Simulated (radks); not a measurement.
The table gives one normalised radial function P(r) = r R(r) of In8+ in [Kr] 4d5 (r in bohr). Calculated with a radial shooting solver on a logarithmic mesh with Libxc functionals: scalar-relativistic Kohn-Sham, PBE, spin-polarised, spherical densities, finite nucleus; open shells are filled with parallel spins first (spin-orbit coupling, left out, can overturn this in heavy ions); Fermi nuclear charge, rms radius 4.6156 fm.

r         P
0.001936   0.0000
0.002842   0.0000
0.004173   0.0001
0.006127   0.0004
0.008995   0.0010
0.01321    0.0030
0.01939    0.0083
0.02846    0.0224
0.04179    0.0568
0.06185    0.1344
0.0908     0.2753
0.1333     0.4694
0.1957     0.6049
0.2873     0.4568
0.4218    -0.1147
0.6193    -0.8344
0.9093    -1.1093
1.335     -0.7496
1.96      -0.2536
2.877     -0.0328

Which n and l does it have? It may be an empty orbital.

Answer. n = 4, l = 2: the number of nodes gives n - l - 1 = 1, the rise at small r (about r^(l+1), flatter next to the nucleus through relativity) gives l, and the extent must fit the shell. The curve is that of 4d down; the table hardly tells the two spins apart. 4d down (empty): eigenvalue -141.01 eV, 1 radial node at r = 0.397 bohr, <r> = 0.991 bohr, 90 % of the charge inside 1.48 bohr.
